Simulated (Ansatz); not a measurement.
Ansatz (a program for electronic structure) input (MP2/LANL2DZ): The .json file is the Basis Set Exchange's LANL2DZ.

Ansatz 0.2 input:
```yaml
crystal:
  periodic: [false, false, false]
  atoms:
    - {symbol: Li, position_ang: [-0.00000000, -0.00000000, -1.25868851]}
    - {symbol: O, position_ang: [0.00000000, 0.00000000, 0.31385345]}
    - {symbol: H, position_ang: [0.00000000, 0.00000000, 1.26523792]}
basis:
  gaussian:
    orbitals: LANL2DZ.json
magnetization: {spin_polarized: false}
correlation: {method: mp2, electrons: outside_noble_gas}
```

Predict the final energy.

-83.05491 Eh.
